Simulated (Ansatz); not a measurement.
Total energies of C₂H₆Ge, SMILES `C=[CH][GeH3]`.

Z-matrix (Å, degrees):
```
Ge
C 1 1.938
H 1 1.539 2 110.6
H 1 1.538 2 108.6 3 -120.2
H 1 1.539 2 110.6 3 119.5
C 2 1.327 1 123.1 3 120.1
H 2 1.088 1 118.1 3 -59.9
H 6 1.087 2 121.9 1 -180.0
H 6 1.086 2 122.0 1 0.0
```

Charge 0, multiplicity 1. Correlated methods include outer-core shells of Ge, which these sets cover unevenly. Scalar relativity is left out up to krypton. The structure was optimised at the PBE0-D4/def2-TZVP level. Basis def2-TZVPP, Ansatz.

RPA on PBE orbitals: Hartree–Fock energy of these orbitals -2154.54324 Eh, correlation -0.99253 Eh (frozen core).

| functional | energy without D4 (Eh) | D4 term (kJ/mol) |
| --- | --- | --- |
| LDA (SPW92) | -2152.87870 | – |
| PBE | -2156.37962 | -14.2 |
| BLYP | -2156.82319 | -31.7 |
| r2SCAN | -2156.75232 | -3.4 |
| B97M-V | -2156.43145 | – |
| PBE0 | -2156.44890 | -11.9 |
| r2SCANh | -2156.74132 | -3.6 |
| r2SCAN0 | -2156.72593 | -4.0 |
| HSE06 (plane-wave form) | -2156.44404 | -11.1 |
| BHLYP | -2156.74277 | -17.5 |
| CAM-B3LYP | -2156.88710 | -12.0 |
| LC-ωPBE | -2156.48857 | – |
| ωB97X-V | -2156.60058 | – |
| PBE-QIDH | -2156.11039 | – |

**Question.** Give the same for revPBE, B3LYP, ωB97M-V, B2PLYP. (Best estimate.)

**Answer.** Computed: 
| functional | energy without D4 (Eh) | D4 term (kJ/mol) |
| --- | --- | --- |
| revPBE | -2156.63002 | -44.7 |
| B3LYP | -2156.87076 | -23.0 |
| ωB97M-V | -2156.64442 | – |
| B2PLYP | -2156.36813 | – |

B3LYP takes the VWN-RPA correlation (the form of Gaussian; ORCA's B3LYP/G). HSE06 is the plane-wave form, built on full-range PBE exchange. The double hybrids freeze the cores in their second-order part.

LC-ωPBE has ω = 0.4 bohr⁻¹.
